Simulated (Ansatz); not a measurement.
Ansatz results at the PBE0-D4/def2-TZVP geometry: HOMO energy (PBE0/def2-TZVPP) -8.43 eV; HOMO–LUMO gap (PBE0/def2-TZVPP) 8.12 eV; LUMO energy (PBE/def2-TZVPP) -1.21 eV.

Each molecule was computed in one conformer, which needn't be the lowest.

(1) Which molecule gave them?
A. `CO/C(F)=C/F`
B. `[SiH3]OC[SiH2]Cl`
C. `[Cl][GeH]1[CH]=[CH]1`
D. `B1OBSP1`

Answers

(1) B. The others give `B1OBSP1`: -7.47, 5.94, -2.50; `CO/C(F)=C/F`: -6.97, 7.76, -0.24; `[Cl][GeH]1[CH]=[CH]1`: -7.26, 6.75, -1.59.
